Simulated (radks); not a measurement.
Effect of the nuclear size on the selenium ion Se9+, [Ar] 3d7. All-electron calculation, Dirac Kohn-Sham, PBE, spin-unpolarised, spherical densities, finite nucleus; open shells fill j = l - 1/2 first; Fermi nuclear charge, rms radius 4.14 fm. Program: a radial shooting solver on a logarithmic mesh with Libxc functionals. The rms radius is varied about that value; shifts are against it.

rms radius (fm)  total energy shift (eV)  density at nucleus (e/bohr^3)  1s1/2 shift (meV)  2s1/2 shift (meV)  3s1/2 shift (meV)  3p1/2 shift (meV)  3d5/2 shift (meV)  4s1/2 (empty) shift (meV)
3.6887                           -0.0961                      4.008e+04              -40.8              -4.07             -0.687              0.052              0.040                     -0.152
3.7674                           -0.0801                      4.002e+04              -34.0              -3.39             -0.572              0.043              0.034                     -0.127
4.14                                   0                      3.975e+04              0.000              0.000              0.000              0.000              0.000                      0.000
4.3967                            0.0593                      3.958e+04               25.2               2.51              0.424             -0.032             -0.025                      0.094
4.819                              0.164                      3.932e+04               69.6               6.94               1.17             -0.089             -0.069                      0.260

Slopes of the eigenvalues against <r^2> in GHz/fm^2, as finite differences over the two radii next to the reference (eigenvalue slopes, not the field-shift constants of lines): 1s1/2 2790, 2s1/2 278, 3s1/2 46.9, 3p1/2 -3.55, 3d5/2 -2.74, 4s1/2 (empty) 10.4.
